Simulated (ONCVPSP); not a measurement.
# lead (Pb): one change to an ONCV potential, before and after

* Element: lead
* Generator: ONCVPSP 4.0.1
* Type: optimised norm-conserving Vanderbilt (ONCV)
* Functional: PBE
* Relativity: fully relativistic
* Frozen core: [Xe] 4f14 5d10
* Valence charge: 4
* Reference configuration: 6s2 6p2
* Partial waves: 6s: rc 1.85 bohr, ncon 4, nbas 7, qcut 3 1/bohr, 2 projectors, debl 2.1 Ha; 6p: rc 2.35 bohr, ncon 4, nbas 9, qcut 3.9 1/bohr, 3 projectors, debl 0.5 Ha
* Local potential: polynomial inside 1.65 bohr (lpopt 5, dvloc0 4 Ha)
* Core correction: Teter function fitted to the true core (icmod 2), fcfact 0.7

Open shells are filled in proportion to 2j + 1.

Change: p: rc 2.58.

Cutoffs: the cutoffs (Ha) at which the residual kinetic energy of the hardest occupied pseudo-wave falls to 1 and 0.1 mHa per electron; they do not see the model core or the augmentation charge, which bear on the density cutoff. Errors are all-electron minus pseudo energies relative to the spin-unpolarised reference configuration.

**Question.** How do hardness, ghosts and transferability respond?

**Answer.** The potential gets neither clearly harder nor softer (11 Ha and 25 Ha → 11 Ha and 25 Ha); both files keep a bound ghost (p); the errors of the 4 common tests hardly move.

| quantity | base | changed |
| --- | --- | --- |
| cutoff, loose | 11 Ha | 11 Ha |
| cutoff, tight | 25 Ha | 25 Ha |
| loose cutoff by channel | s 11 Ha, p 5.8 Ha | s 11 Ha, p 5.2 Ha |
| bound ghosts | p3/2, p1/2 | p3/2 |
| GHOST(+) flags under 300 eV | s at 64.1 eV, p1/2 at 105.9 eV | s at 64.1 eV, p1/2 at 118.6 eV |
| error for 6s2 6p1, meV [ΔE 6.70 eV] | -8.1 | -8.2 |
| error for 6s2 6p0, meV [ΔE 20.30 eV] | -92 | -94 |
| error for 6s1 6p0, meV [ΔE 52.71 eV] | -550 | -552 |
| error for 6s2 6p1.5, meV [ΔE 2.55 eV] | -0.7 | -0.8 |
| s: phases at 1.88 bohr within 0.05 rad from the reference energy up to (Ha; the scan ends near 5) | 2.3 | 2.3 |
| rms error of d²Exc/dni dnj with the model core, mHa | 3.61 | 3.60 |

 A true bound ghost makes a file unfit for plane-wave use even where its test errors are small: the radial tests pick states by their node count and pass the ghost by.
